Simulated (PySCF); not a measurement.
How methods differ on the excitation energy of Cu+

Cu+ [Ar] 3d10 (1S) → Cu+ [Ar] 3d9 4s1 (3D), as a difference of total energies. Computed with PySCF 2.14 in aug-cc-pwCVTZ-DK with one added diffuse shell each of s, p, d, f, g type (11s10p8d5f4g, 152 functions), with scalar relativity by spin-free X2C-1e. Correlated levels: valence: [Ar] frozen; valence and next inner shell: [Ne] frozen; nothing frozen. The calculations carry no spin-orbit coupling.

| method | excitation energy (eV) |
| --- | --- |
| UHF | 0.643 |
| LDA | 2.977 |
| PBE | 2.643 |
| PBE0 | 2.314 |
| r2SCAN | 2.234 |
| MP2 (valence) | 3.420 |
| SCS-MP2 (valence) | 3.162 |
| MP2 (valence and next inner shell) | 3.958 |
| SCS-MP2 (valence and next inner shell) | 3.584 |
| MP2 (all electrons) | 3.975 |
| SCS-MP2 (all electrons) | 3.593 |

How much does correlation contribute at MP2 (all electrons)?

3.975 − (0.643) = 3.332 eV, measured against UHF.

For comparison: 2.808 eV (measured; NIST levels, between the centres of gravity of the two terms).
